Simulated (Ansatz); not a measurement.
An input meant for Cd₇Se₇ (charge 0, singlet; scaled by 0.92).

```yaml
crystal:
  periodic: [false, false, false]
  atoms:
    - {symbol: Se, position_ang: [0.527086, -3.064724, 0.123060]}
    - {symbol: Se, position_ang: [-2.056943, 2.070257, -2.058242]}
    - {symbol: Se, position_ang: [1.344519, -0.692282, -3.429931]}
    - {symbol: Se, position_ang: [-3.431805, -1.347851, 0.681773]}
    - {symbol: Se, position_ang: [0.118476, -0.530217, 3.057269]}
    - {symbol: Se, position_ang: [0.697241, 3.430482, 1.353794]}
    - {symbol: Se, position_ang: [3.058833, -0.127881, 0.528779]}
    - {symbol: Cd, position_ang: [-2.823521, 0.318619, -0.659035]}
    - {symbol: Cd, position_ang: [-1.117051, -1.614121, 1.230652]}
    - {symbol: Cd, position_ang: [1.801007, -1.807660, 1.804683]}
    - {symbol: Cd, position_ang: [-0.310914, 0.662481, -2.822407]}
    - {symbol: Cd, position_ang: [-0.652495, 2.829692, -0.308193]}
    - {symbol: Cd, position_ang: [1.609714, -1.239168, -1.114611]}
    - {symbol: Cd, position_ang: [1.235854, 1.112355, 1.612410]}
basis:
  gaussian: {orbitals: STO-3G}
magnetization: {spin_polarized: true, initial_magnetization: 1}
hamiltonian: {xc: {name: LC-wPBE}}
scf: {lower_state_search: off}
```

```sh
$ ansatz run in.yaml --threads 2 --pin off --events-out ev --progress --plain --max-ram 32768MiB --backend cuda --devices 0, --max-vram 18GiB
```

Shortened log:

```
Error: a molecule whose nuclei and cores have a total charge of 574 cannot have a net charge of 0 together with 1 unpaired electrons
```

In this input the number of unpaired electrons doesn't fit the electron count. The input was rejected before any iteration.
